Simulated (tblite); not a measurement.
C₆H₁₀FO (doublet state).
Z-matrix (Å and degrees, GFN2-xTB geometry), rows numbered from 1:
```
C 
C   1  1.4806
C   2  1.4774  1  120.25
F   3  1.4073  2  112.52  1    72.89
C   2  1.4803  1  118.28  3   167.84
C   5  1.5369  2  102.00  1   -75.76
C   6  1.5010  5  115.03  2   -95.83
O   6  1.2063  5  120.88  2    79.80
H   1  1.0955  2  109.67  3  -123.74
H   1  1.0939  2  111.09  3   118.97
H   1  1.0866  2  111.57  3    -2.67
H   3  1.0946  2  112.53  1  -168.65
H   3  1.0960  2  111.55  1   -44.15
H   5  1.0883  2  112.78  1   164.83
H   5  1.0910  2  111.04  1    39.68
H   7  1.0877  6  110.75  5   -52.84
H   7  1.0869  6  109.79  5  -174.39
H   7  1.0878  6  109.17  5    66.54
```

Level: GFN2-xTB in tblite, geometry and Hessian alike; calculated harmonic values, unscaled, isolated species. Errors from tens to a few hundred cm⁻¹ against measured bands are possible. One conformer, not necessarily the lowest. Open shells enter through the occupations alone, without spin polarisation, and single modes of such species can be off by tens of per cent.

Harmonic wavenumbers (cm⁻¹): 52.8, 59.8, 99.5, 132.3, 141.1, 154.3, 207.8, 330.2, 376.2, 407.8, 483.5, 510.2, 553.4, 808.0, 827.7, 851.9, 916.0, 947.1, 984.4, 1000.9, 1004.5, 1020.1, 1091.4, 1161.6, 1192.2, 1208.8, 1290.0, 1309.0, 1322.3, 1368.6, 1400.2, 1430.6, 1437.2, 1445.5, 1451.2, 1458.8, 1473.0, 1746.4, 2920.4, 2925.1, 2946.3, 2952.2, 2978.2, 3008.0, 3028.5, 3039.6, 3048.8, 3054.7.

A = 2545, B = 1670, C = 1287 MHz; mass 117.072 u (most abundant isotopes); point group C1, symmetry number 1; spin multiplicity 2.

Zero-point energy?

½Σν̃ = 31779 cm⁻¹ = 90.86 kcal/mol.

Entropy at 350 K, 1 bar (ideal gas, RRHO, classical rotation)?

Translation 41.01, rotation 28.94, vibration 34.58, spin (R ln 2) 1.38: S = 105.9 cal/(mol K).

And Cp and H(350 K) − H(0)?

Cp = 40.64 cal/(mol K), of which vibrations give 32.69 (their classical limit is 48 R = 95.4); H(350 K) − H(0) = 8.86 kcal/mol without the zero-point energy, 6.08 from vibrations.

Blend soft modes into free rotors: weight 1/[1 + (100 cm⁻¹/ν̃)⁴] for the oscillator and the rest for a rotor with moment μB/(μ + B), μ = h/(8π²ν), B = 10⁻⁴⁴ kg m². What vibrational entropy results?

31.55 cal/(mol K) in place of 34.58, which changes −T·S at 350 K by +1.06 kcal/mol.

How do the functions run with temperature in this model?

```csv
T (K),S (cal/(mol K)),Cp (cal/(mol K)),H − H(0) (kcal/mol),G − H(0) (kcal/mol),ln q(vib)
150,79.8,23.8,2.46,-9.51,3.39
250,93.8,31.8,5.24,-18.21,6.11
298.15,99.8,36.0,6.87,-22.87,7.35
400,111.6,45.0,11.00,-33.65,9.90
600,132.8,59.5,21.53,-58.13,14.70
900,159.8,73.8,41.69,-102.15,21.44
```

q(vib) and H(0) count from the zero-point level.

Hindered rotation and anharmonicity are outside this model. Other conformers, if any are populated, would add a mixing term that is left out. The structure is chiral; the term R ln 2 for an equal mix with its mirror image is left out.

On one thread of an Arm Neoverse V1, no GPU, shared host with 32 logical CPUs at a one-minute load of 42, this took 0.56 s of wall time. The figure is for the frequency step alone.
